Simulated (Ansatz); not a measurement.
`N=C[SiH2]O` + dichlorosilane → `O[SiH2][SiH](Cl)Cl` + `C=N`  (formal exchange of groups at the Si–C bond)

Program: Ansatz. Geometries: PBE0-D4/def2-TZVP. ΔE: electronic, gas phase. CCSD(T)/CBS adds triple-zeta CCSD(T) − MP2 to the extrapolated MP2 energy (def2 sets, frozen cores). This one scheme is used for every species. DFT in def2-TZVPP. One conformer a species, not always the lowest.

`N=C[SiH2]O`:

```xyz
9

N     0.324    1.523   -0.263
C     0.839    0.361   -0.300
Si   -0.343   -1.026    0.216
O    -1.744   -0.257    0.570
H     0.976    2.257   -0.543
H     1.880    0.192   -0.606
H     0.209   -1.751    1.390
H    -0.504   -1.995   -0.900
H    -1.636    0.696    0.436
```

`Cl[SiH2]Cl`:

```xyz
5

Cl    1.655    1.037    0.198
Si   -0.096    0.033   -0.097
Cl   -0.249   -1.515    1.224
H    -0.094   -0.519   -1.466
H    -1.216    0.964    0.141
```

`O[SiH2][SiH](Cl)Cl`:

```xyz
9

O    -1.523    0.243    1.410
Si   -0.896    0.643   -0.061
Si    0.938   -0.739   -0.541
Cl    2.029    0.052   -2.089
Cl    2.090   -0.764    1.171
H    -0.917    0.215    2.152
H    -1.984    0.458   -1.049
H    -0.397    2.045   -0.111
H     0.660   -2.153   -0.881
```

`C=N`:

Cartesian coordinates in Å:
```
C 0.150 -0.243 -0.266
N 0.096 0.863 0.337
H -0.501 -1.101 -0.062
H 0.895 -0.377 -1.053
H -0.639 0.858 1.045
```

| level | ΔE (kcal/mol) |
| --- | --- |
| B2PLYP | 2.4 |
| RPA@PBE/def2-TZVPP | 2.1 |

(1) What does CCSD(T)/CBS give? (Best estimate.)

Largest T1 diagnostic among the species: 0.012.

## Answers

(1) The calculation gave: +1.8 kcal/mol. The listed levels differ from it by 0.6, 0.3 kcal/mol.

At CCSD(T), def2-SVP lies +1.8 kcal/mol from the extrapolated value and def2-TZVPP +0.4 kcal/mol. From BLYP to BHLYP (50 % exact exchange), in def2-TZVPP and without D4, ΔE moves by +1.7 kcal/mol.
